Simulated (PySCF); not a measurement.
C$_{2}$H$_{8}$GaN, singlet, geometry from GFN2-xTB (such geometries of metal compounds can be far from the true shape); HF/def2-SV(P) in PySCF.

Here is a job for PySCF.
```python
from pyscf import gto, scf

mol = gto.M(
    atom='''
Ga
C  1 2.033417
H  2 1.092736 1 110.399014
H  2 1.092097 3 108.407196 1 122.590269
H  2 1.092895 4 108.133259 3 -116.425030
C  1 2.032350 2 128.193424 4 7.613251
H  6 1.092862 1 110.917686 2 -65.822523
H  6 1.092259 7 108.344041 1 121.362411
H  6 1.092715 8 108.517970 7 -116.304090
N  1 1.825643 6 116.267560 8 -6.010967
H  10 1.012123 1 126.022803 6 1.013724
H  10 1.012398 11 108.519260 1 -179.631569
''',
    basis='def2-sv(p)',
    verbose=4,
)

mf = scf.RHF(mol)
mf.kernel()
```

Task: Predict the main parts of the log of this PySCF run.

Result: 
```
PySCF version 2.14.0

[INPUT] verbose = 4
[INPUT] num. atoms = 12
[INPUT] num. electrons = 58
[INPUT] charge = 0
[INPUT] spin (= nelec alpha-beta = 2S) = 0
[INPUT] symmetry False subgroup None
[INPUT] Mole.unit = angstrom
[INPUT] Symbol           X                Y                Z      unit          X                Y                Z       unit  Magmom
[INPUT]  1 Ga     0.000000000000   0.000000000000   0.000000000000 AA    0.000000000000   0.000000000000   0.000000000000 Bohr   0.0
[INPUT]  2 C      2.033417000000   0.000000000000   0.000000000000 AA    3.842601227035   0.000000000000   0.000000000000 Bohr   0.0
[INPUT]  3 H      2.414296599212   0.000000000000   1.024208326758 AA    4.562359355980   0.000000000000   1.935473232071 Bohr   0.0
[INPUT]  4 H      2.436353250560   0.873061959675  -0.517765439135 AA    4.604040386252   1.649847993561  -0.978434876731 Bohr   0.0
[INPUT]  5 H      2.415877972105  -0.895868033207  -0.495543694258 AA    4.565347717648  -1.692945226514  -0.936441864903 Bohr   0.0
[INPUT]  6 C     -1.256638986145   1.253799602969  -0.989591600913 AA   -2.374703521265   2.369337864699  -1.870057100895 Bohr   0.0
[INPUT]  7 H     -1.169299679750   2.274414447314  -0.608718214989 AA   -2.209656152269   4.298020399177  -1.150310713364 Bohr   0.0
[INPUT]  8 H     -2.292496352396   0.929180251596  -0.868548151782 AA   -4.332190247594   1.755896195870  -1.641318132866 Bohr   0.0
[INPUT]  9 H     -1.024425361095   1.282536796248  -2.056960832851 AA   -1.935883367528   2.423643289585  -3.887092623046 Bohr   0.0
[INPUT] 10 N     -0.787080742663  -1.291955568772   1.021923224268 AA   -1.487367041552  -2.441442190086   1.931155014199 Bohr   0.0
[INPUT] 11 H     -1.782203896755  -1.444949340663   1.125440281228 AA   -3.367877262999  -2.730558517724   2.126773901074 Bohr   0.0
[INPUT] 12 H     -0.296227790000  -1.981639574980   1.577215094232 AA   -0.559789393586  -3.744756074311   2.980504567628 Bohr   0.0

nuclear repulsion = 272.236781650469
number of shells = 46
number of NR pGTOs = 178
number of NR cGTOs = 90
basis = def2-sv(p)
ecp = {}

******** <class 'pyscf.scf.hf.RHF'> ********
method = RHF
initial guess = minao
damping factor = 0
level_shift factor = 0
DIIS = <class 'pyscf.scf.diis.CDIIS'>
diis_start_cycle = 1
diis_space = 8
diis_damp = 0
SCF conv_tol = 1e-09
SCF conv_tol_grad = None
SCF max_cycles = 50
direct_scf = True
direct_scf_tol = 1e-13
Set gradient conv threshold to 3.16228e-05
Initial guess from minao.
init E= -2057.20430372448
  HOMO = -0.275684650567531  LUMO = 0.0408299678984867  gap/eV = 8.61280
cycle= 1 E= -2057.68908558649  delta_E= -0.485  |g|= 0.371  |ddm|=  3.1
  HOMO = -0.339555308897568  LUMO = 0.11263838742599  gap/eV = 12.30482
cycle= 2 E= -2057.73039424798  delta_E= -0.0413  |g|= 0.173  |ddm|= 0.503
  HOMO = -0.377275234746173  LUMO = 0.110187551227514  gap/eV = 13.26454
cycle= 3 E= -2057.73684746748  delta_E= -0.00645  |g|= 0.0576  |ddm|= 0.167
  HOMO = -0.380180919553164  LUMO = 0.111898796764894  gap/eV = 13.39017
cycle= 4 E= -2057.73783366397  delta_E= -0.000986  |g|= 0.00514  |ddm|= 0.0795
  HOMO = -0.379292527948503  LUMO = 0.11268639249629  gap/eV = 13.38743
cycle= 5 E= -2057.73784499949  delta_E= -1.13e-05  |g|= 0.00229  |ddm|= 0.00912
  HOMO = -0.379697104735673  LUMO = 0.112531950264403  gap/eV = 13.39423
cycle= 6 E= -2057.73784646351  delta_E= -1.46e-06  |g|= 0.000597  |ddm|= 0.00333
  HOMO = -0.379742263298469  LUMO = 0.112507516746716  gap/eV = 13.39480
cycle= 7 E= -2057.73784663685  delta_E= -1.73e-07  |g|= 0.000162  |ddm|= 0.00116
  HOMO = -0.379731890702259  LUMO = 0.112523482838319  gap/eV = 13.39495
cycle= 8 E= -2057.73784665423  delta_E= -1.74e-08  |g|= 5.01e-05  |ddm|= 0.000362
  HOMO = -0.379734841042314  LUMO = 0.112524120029402  gap/eV = 13.39505
cycle= 9 E= -2057.73784665573  delta_E= -1.5e-09  |g|= 1.34e-05  |ddm|= 9.78e-05
  HOMO = -0.379733764231728  LUMO = 0.112523615299001  gap/eV = 13.39501
cycle= 10 E= -2057.73784665588  delta_E= -1.52e-10  |g|= 4.3e-06  |ddm|= 3.17e-05
  HOMO = -0.379733535698332  LUMO = 0.112523898589633  gap/eV = 13.39501
Extra cycle  E= -2057.73784665591  delta_E= -3.18e-11  |g|= 1.99e-06  |ddm|= 8.3e-06
converged SCF energy = -2057.73784665591
```
